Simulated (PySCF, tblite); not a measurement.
Isomers of C5H8ClO2 (doublet state), one GFN2-xTB conformer each. Single-point energies are computed at B3LYP/pcH-1 (PySCF, gas phase, no added dispersion term), electronic only. GFN2-xTB treats the open shell by occupation alone, and not every SCF solution was tested for stability.

Question: Rank them by B3LYP/pcH-1 energy, lowest first (kJ/mol).
A. `[CH3:1][C:2]([Cl:3])[C@H:4]1[CH2:5][O:6][CH2:7][O:8]1` (doublet state) with C1–C2–C4–C5 -65°, C2–C4–C5–O6 96°, C4–C5–O6–C7 36°, C5–O6–C7–O8 -36°, O6–C7–O8–C4 21°
B. `[CH2:1][C@@H:2]([Cl:3])[C@@H:4]1[CH2:5][O:6][CH2:7][O:8]1` (doublet state) with H–C1–C2–Cl3 -85° and 86°, C1–C2–C4–C5 176°, C2–C4–C5–O6 -90°, C4–C5–O6–C7 -37°, C5–O6–C7–O8 33°, O6–C7–O8–C4 -15°

Answer: A (0.0), B (18.4).

Neighbours under 21 kJ/mol apart (C[C](Cl)[C@H]1COCO1 and [CH2][C@@H](Cl)[C@@H]1COCO1) can change places with a better method, another conformer or zero-point energy. GFN2-xTB itself gives, in the same order: 0.0, 46.9. Both levels put the same isomer lowest.

Q: What happens when harmonic zero-point energies from GFN2-xTB frequencies are added?

A: 
```json
{"SMILES": "C[C](Cl)[C@H]1COCO1", "ZPE (kJ/mol)": "320.6", "electronic (kJ/mol)": "0.0", "with ZPE (kJ/mol)": "0.0"}
{"SMILES": "[CH2][C@@H](Cl)[C@@H]1COCO1", "ZPE (kJ/mol)": "317.6", "electronic (kJ/mol)": "18.4", "with ZPE (kJ/mol)": "15.4"}
```

The zero-point energies span 3.0 kJ/mol. The order is unchanged.
